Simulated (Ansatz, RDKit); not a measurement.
Molecule: C2H10Si2, net charge 0, singlet state. SMILES: C[SiH](C)[SiH3]

Atoms: C1, Si2, C3, Si4, H5, H6, H7, H8, H9, H10, H11, H12, H13, H14. Bonds: C1-Si2, C1-H5, C1-H6, C1-H7, Si2-C3, Si2-Si4, Si2-H8, C3-H9, C3-H10, C3-H11, Si4-H12, Si4-H13, Si4-H14.

Bond lengths (Å) and angles (degrees) optimised at UFF with RDKit; B3LYP/LANL2DZ with Ansatz (a first-principles code); MP2/6-31G* with Ansatz, each started from the B3LYP-D3(BJ)/def2-TZVP structure (Ansatz) of the last column. A row stands for all coordinates that are equal there; 10 of 20 kinds are shown. 6-31G* holds six Cartesian d functions. No wavenumbers were computed at UFF, B3LYP/LANL2DZ, MP2/6-31G*, so these may be saddle points.

```json
[
 {"coordinate": "C1-Si2", "UFF": "1.866", "B3LYP/LANL2DZ": "1.905", "MP2/6-31G*": "1.891", "B3LYP-D3(BJ)/def2-TZVP": "1.882"},
 {"coordinate": "C1-H5", "UFF": "1.109", "B3LYP/LANL2DZ": "1.098", "MP2/6-31G*": "1.094", "B3LYP-D3(BJ)/def2-TZVP": "1.092"},
 {"coordinate": "C1-H7", "UFF": "1.109", "B3LYP/LANL2DZ": "1.097", "MP2/6-31G*": "1.094", "B3LYP-D3(BJ)/def2-TZVP": "1.091"},
 {"coordinate": "Si2-Si4", "UFF": "2.232", "B3LYP/LANL2DZ": "2.355", "MP2/6-31G*": "2.344", "B3LYP-D3(BJ)/def2-TZVP": "2.347"},
 {"coordinate": "Si2-H8", "UFF": "1.470", "B3LYP/LANL2DZ": "1.492", "MP2/6-31G*": "1.494", "B3LYP-D3(BJ)/def2-TZVP": "1.489"},
 {"coordinate": "Si4-H12", "UFF": "1.470", "B3LYP/LANL2DZ": "1.487", "MP2/6-31G*": "1.490", "B3LYP-D3(BJ)/def2-TZVP": "1.486"},
 {"coordinate": "Si4-H13", "UFF": "1.470", "B3LYP/LANL2DZ": "1.488", "MP2/6-31G*": "1.491", "B3LYP-D3(BJ)/def2-TZVP": "1.487"},
 {"coordinate": "C1-Si2-C3", "UFF": "109.5", "B3LYP/LANL2DZ": "110.6", "MP2/6-31G*": "110.1", "B3LYP-D3(BJ)/def2-TZVP": "110.6"},
 {"coordinate": "C1-Si2-Si4", "UFF": "109.3", "B3LYP/LANL2DZ": "110.5", "MP2/6-31G*": "110.4", "B3LYP-D3(BJ)/def2-TZVP": "110.1"},
 {"coordinate": "Si2-C1-H5", "UFF": "109.4", "B3LYP/LANL2DZ": "110.5", "MP2/6-31G*": "110.8", "B3LYP-D3(BJ)/def2-TZVP": "110.7"}
]
```

Mean signed difference of all 13 bond lengths from B3LYP-D3(BJ)/def2-TZVP: UFF -0.008 Å, B3LYP/LANL2DZ 0.007 Å, MP2/6-31G* 0.003 Å.
